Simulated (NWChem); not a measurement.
Program: NWChem. System: H₂Mg, charge 0, spin multiplicity 1, at a geometry optimised with PBE0/def2-SVP. The structure started from a generated list of species. Level: TD-PBE0/6-31G* (spherical d).

Part of the output:

```
             Northwest Computational Chemistry Package (NWChem) 7.3.0
             --------------------------------------------------------

                                NWChem Input Module
                                -------------------

 Scaling coordinates for geometry "geometry" by  1.889725989
 (inverse scale =  0.529177249)

                             Geometry "geometry" -> ""
                             -------------------------

 Output coordinates in angstroms (scale by  1.889725989 to convert to a.u.)

  No.       Tag          Charge          X              Y              Z
 ---- ---------------- ---------- -------------- -------------- --------------
    1 Mg                  12.0000     0.00000000     0.00000000     0.00000000
    2 H                    1.0000     0.00000000     0.00000000     1.70528300
    3 H                    1.0000     0.00000000     0.00000000    -1.70528300

 Effective nuclear repulsion energy (a.u.)       7.6027513325

            Nuclear Dipole moment (a.u.)
            ----------------------------
        X                 Y               Z
 ---------------- ---------------- ----------------
     0.0000000000     0.0000000000     0.0000000000


 Summary of "ao basis" -> "" (spherical)
 ------------------------------------------------------------------------------
       Tag                 Description            Shells   Functions and Types
 ---------------- ------------------------------  ------  ---------------------
 *                           6-31g*                   on all atoms

                                 NWChem DFT Module
                                 -----------------

 Summary of "ao basis" -> "ao basis" (spherical)
 ------------------------------------------------------------------------------
       Tag                 Description            Shells   Functions and Types
 ---------------- ------------------------------  ------  ---------------------
 Mg                          6-31g*                  8       18   4s3p1d
 H                           6-31g*                  2        2   2s

 Summary of "ao basis" -> "ao basis" (spherical)
 ------------------------------------------------------------------------------
       Tag                 Description            Shells   Functions and Types
 ---------------- ------------------------------  ------  ---------------------
 Mg                          6-31g*                  8       18   4s3p1d
 H                           6-31g*                  2        2   2s

            General Information
            -------------------
          SCF calculation type: DFT
          Wavefunction type:  closed shell.
          No. of atoms     :     3
          No. of electrons :    14
           Alpha electrons :     7
            Beta electrons :     7
          Charge           :     0
          Spin multiplicity:     1
          Use of symmetry is: off; symmetry adaption is: off
          Maximum number of iterations: 100
          AO basis - number of functions:    22
                     number of shells:    12
          Convergence on energy requested:  1.00D-06
          Convergence on density requested:  1.00D-05
          Convergence on gradient requested:  5.00D-04

              XC Information
              --------------
                         PBE0 Method XC Functional
                     Hartree-Fock (Exact) Exchange  0.250
          PerdewBurkeErnzerhof Exchange Functional  0.750
            Perdew 1991 LDA Correlation Functional  1.000 local
           PerdewBurkeErnz. Correlation Functional  1.000 non-local

             Grid Information
             ----------------
          Grid used for XC integration:  medium
          Radial quadrature: Mura-Knowles
          Angular quadrature: Lebedev.
          Tag              B.-S. Rad. Rad. Pts. Rad. Cut. Ang. Pts.
          ---              ---------- --------- --------- ---------
          Mg                  1.50       88           8.0       590
          H                   0.35       45           9.0       434
          Grid pruning is: on
          Number of quadrature shells:   178
          Spatial weights used:  Erf1

          Convergence Information
[...]
     Dipole Oscillator Strength                    0.3985442099
     Electric Quadrupole                           0.0000000000
     Magnetic Dipole                               0.0000000000
     Total Oscillator Strength                     0.3985442099

          sigma_e =   2.5279 Angstrom
          sigma_h =   1.7722 Angstrom
         |d_h->e| =   0.0000 Angstrom
            d_exc =   3.1462 Angstrom
            d_CD1 =   0.7557 Angstrom
            d_CD2 =  -2.1501 Angstrom
            d_CD3 =   3.1462 Angstrom
     Pearson C.C. =  -0.0410

     Occ.    6  a   ---  Virt.    9  a   -0.99890 X
     Occ.    7  a   ---  Virt.   16  a   -0.06471 X
  ----------------------------------------------------------------------------
  Root   5 singlet a              0.276711712 a.u.                7.5297 eV
  ----------------------------------------------------------------------------
     Transition Moments    X  0.00000   Y  0.00000   Z  1.35846
     Transition Moments   XX  0.00000  XY -0.00000  XZ -0.00000
     Transition Moments   YY  0.00000  YZ -0.00000  ZZ -0.00000
     Dipole Oscillator Strength                    0.3404332769
     Electric Quadrupole                           0.0000000000
     Magnetic Dipole                               0.0000000000
     Total Oscillator Strength                     0.3404332769

          sigma_e =   2.4720 Angstrom
          sigma_h =   1.8987 Angstrom
         |d_h->e| =   0.0000 Angstrom
            d_exc =   3.2718 Angstrom
            d_CD1 =   0.5733 Angstrom
            d_CD2 =  -2.1853 Angstrom
            d_CD3 =   3.2718 Angstrom
     Pearson C.C. =  -0.1054

     Occ.    6  a   ---  Virt.   11  a   -0.14496 X
     Occ.    7  a   ---  Virt.   10  a    0.98908 X
     Occ.    7  a   ---  Virt.   10  a   -0.10108 Y
     Occ.    7  a   ---  Virt.   12  a   -0.10779 X
  ----------------------------------------------------------------------------
  Root   6 singlet a              0.299503575 a.u.                8.1499 eV
  ----------------------------------------------------------------------------
     Transition Moments    X  0.00000   Y  0.00000   Z -0.00000
     Transition Moments   XX  1.79456  XY  0.00000  XZ -0.00000
     Transition Moments   YY  1.79456  YZ -0.00000  ZZ -5.07746
     Dipole Oscillator Strength                    0.0000000000
     Electric Quadrupole                           0.0000022521
     Magnetic Dipole                               0.0000000000
     Total Oscillator Strength                     0.0000022521

          sigma_e =   2.3950 Angstrom
          sigma_h =   1.7859 Angstrom
         |d_h->e| =   0.0000 Angstrom
            d_exc =   3.2610 Angstrom
            d_CD1 =   0.6092 Angstrom
            d_CD2 =  -2.0905 Angstrom
            d_CD3 =   3.2610 Angstrom
     Pearson C.C. =  -0.1997

     Occ.    6  a   ---  Virt.   10  a   -0.95822 X
     Occ.    7  a   ---  Virt.   11  a    0.28075 X
     Occ.    7  a   ---  Virt.   19  a    0.07421 X
  ----------------------------------------------------------------------------
  Root   7 singlet a              0.334985606 a.u.                9.1154 eV
  ----------------------------------------------------------------------------
     Transition Moments    X  0.00000   Y  0.00000   Z  1.58386
     Transition Moments   XX  0.00000  XY  0.00000  XZ  0.00000
     Transition Moments   YY  0.00000  YZ -0.00000  ZZ  0.00000
     Dipole Oscillator Strength                    0.5602300739
     Electric Quadrupole                           0.0000000000
     Magnetic Dipole                               0.0000000000
     Total Oscillator Strength                     0.5602300739

          sigma_e =   2.7120 Angstrom
          sigma_h =   1.8941 Angstrom
         |d_h->e| =   0.0000 Angstrom
            d_exc =   2.9868 Angstrom
            d_CD1 =   0.8178 Angstrom
            d_CD2 =  -2.3031 Angstrom
            d_CD3 =   2.9868 Angstrom
     Pearson C.C. =   0.1968

     Occ.    6  a   ---  Virt.   11  a   -0.26828 X
     Occ.    7  a   ---  Virt.   10  a    0.06822 X
     Occ.    7  a   ---  Virt.   12  a    0.96126 X
  ----------------------------------------------------------------------------
  Root   8 singlet a              0.340514043 a.u.                9.2659 eV
  ----------------------------------------------------------------------------
     Transition Moments    X -0.00000   Y -0.00000   Z  0.00000
     Transition Moments   XX -2.67769  XY -0.00000  XZ  0.00000
     Transition Moments   YY -2.67769  YZ  0.00000  ZZ -2.82058
     Dipole Oscillator Strength                    0.0000000000
     Electric Quadrupole                           0.0000000014
     Magnetic Dipole                               0.0000000000
     Total Oscillator Strength                     0.0000000014

          sigma_e =   3.3217 Angstrom
          sigma_h =   1.8955 Angstrom
         |d_h->e| =   0.0000 Angstrom
            d_exc =   3.7309 Angstrom
            d_CD1 =   1.4262 Angstrom
            d_CD2 =  -2.6086 Angstrom
            d_CD3 =   3.7309 Angstrom
     Pearson C.C. =   0.0561

     Occ.    6  a   ---  Virt.   10  a    0.28087 X
     Occ.    7  a   ---  Virt.   11  a    0.95998 X
  ----------------------------------------------------------------------------
  Root   9 singlet a              0.386832161 a.u.               10.5262 eV
  ----------------------------------------------------------------------------
     Transition Moments    X -0.00000   Y -0.00000   Z  0.23824
     Transition Moments   XX -0.00000  XY -0.00000  XZ  0.00000
     Transition Moments   YY -0.00000  YZ  0.00000  ZZ -0.00000
     Dipole Oscillator Strength                    0.0146369824
     Electric Quadrupole                           0.0000000000
     Magnetic Dipole                               0.0000000000
     Total Oscillator Strength                     0.0146369824

          sigma_e =   3.3011 Angstrom
          sigma_h =   1.7817 Angstrom
         |d_h->e| =   0.0000 Angstrom
            d_exc =   3.9626 Angstrom
            d_CD1 =   1.5193 Angstrom
            d_CD2 =  -2.5414 Angstrom
            d_CD3 =   3.9626 Angstrom
     Pearson C.C. =  -0.1387

     Occ.    6  a   ---  Virt.   11  a    0.95268 X
     Occ.    7  a   ---  Virt.   10  a    0.17343 X
     Occ.    7  a   ---  Virt.   10  a   -0.05769 Y
     Occ.    7  a   ---  Virt.   12  a    0.25524 X
  ----------------------------------------------------------------------------
  Root  10 singlet a              0.391010751 a.u.               10.6399 eV
  ----------------------------------------------------------------------------
     Transition Moments    X  0.00000   Y  0.00000   Z  0.00000
     Transition Moments   XX -0.00000  XY -0.00000  XZ  0.29274
     Transition Moments   YY -0.00000  YZ  0.66966  ZZ -0.00000
     Dipole Oscillator Strength                    0.0000000000
     Electric Quadrupole                           0.0000001700
     Magnetic Dipole                               0.0000006622
     Total Oscillator Strength                     0.0000008322

          sigma_e =   2.7808 Angstrom
          sigma_h =   1.9038 Angstrom
         |d_h->e| =   0.0000 Angstrom
            d_exc =   3.3643 Angstrom
            d_CD1 =   0.8769 Angstrom
            d_CD2 =  -2.3423 Angstrom
            d_CD3 =   3.3643 Angstrom
     Pearson C.C. =   0.0037

     Occ.    7  a   ---  Virt.   13  a    0.97812 X
     Occ.    7  a   ---  Virt.   14  a   -0.20032 X

              Target root =      1
          Target symmetry = none
      Ground state energy =   -201.106205013568
        Excitation energy =      0.194146443111
     Excited state energy =   -200.912058570457

  stored tddft:energy   -200.91205857045665

 Task  times  cpu:        4.0s     wall:        4.0s

 Total times  cpu:        4.1s     wall:        4.1s
```

Q: Write an NWChem input that would produce this output.

A: One answer among several that fit: 
```
start mol
memory heap 200 mb stack 900 mb global 1100 mb
geometry units angstroms nocenter noautoz noautosym
  Mg     0.000000     0.000000     0.000000
  H      0.000000     0.000000     1.705283
  H      0.000000     0.000000    -1.705283
end
basis spherical
  * library 6-31g*
end
dft
  xc pbe0
  semidirect memsize 60000000 filesize 0
  iterations 100
end
tddft
  rpa
  nroots 10
  notriplet
end
task tddft energy
```
